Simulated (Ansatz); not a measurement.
```yaml
crystal:
  periodic: [false, false, false]
  atoms:
    - {symbol: F, position_ang: [-1.633102, 0.494935, 1.084804]}
    - {symbol: Ge, position_ang: [-0.141155, 0.168089, 0.179854]}
    - {symbol: S, position_ang: [1.558649, 0.199543, 1.615949]}
    - {symbol: S, position_ang: [0.182731, 1.922361, -1.128568]}
    - {symbol: S, position_ang: [-0.667755, -1.686115, -0.778581]}
    - {symbol: H, position_ang: [0.941348, -0.690923, 2.359050]}
    - {symbol: H, position_ang: [-0.614109, 1.409477, -2.090141]}
    - {symbol: H, position_ang: [0.616035, -1.807958, -1.312676]}
basis:
  gaussian: {orbitals: cc-pVTZ-PP}
hamiltonian: {xc: {name: PBE0}}
```

```sh
$ ansatz run in.yaml --threads 4 --pin off --events-out ev --progress --plain --max-ram 10444MiB
```

Shortened log:

```
Functional definition: PBE0
Error: <dir> the basis set cc-pVTZ-PP has no functions for F
```

What is wrong with this run?

The basis set is misnamed or doesn't suit the job. The input was rejected before any iteration.
